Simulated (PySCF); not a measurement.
Dipole response of Pd⁺ (palladium, charge +1)

[Kr] 4d9, 2D determinant. Computed with PySCF 2.14 in x2c-QZVPPall with one added diffuse shell each of s, p, d, f, g type (14s9p8d5f3g, 143 functions), with the spin-free X2C one-electron Hamiltonian (Gaussian nucleus). Coupled (time-dependent) response in atomic units; α is the mean over directions.

```json
{"method": "M06", "mean α (bohr³)": "11.61", "α xx, yy, zz": "11.41, 11.41, 12.01", "C₆ (like pair)": "70.47", "S(−4)": "48.50"}
```

S(−4) is the Cauchy moment in α(ω) = α(0) + S(−4) ω² + …

Spin-orbit coupling is absent.

α(iu) at M06:

```csv
u (hartree),α(iu) (bohr³)
0,11.61
0.0500,11.49
0.100,11.16
0.200,10.11
0.300,8.930
0.500,6.964
0.750,5.291
1.00,4.169
1.50,2.790
2.00,1.994
3.00,1.153
5.00,0.5221
```

For an ion, C₆ is the dispersion term alone; charge-induced terms of lower order in 1/R come first.

The components differ because the open shell of this determinant is not spherical; for a pure term their mean is the scalar polarisability.
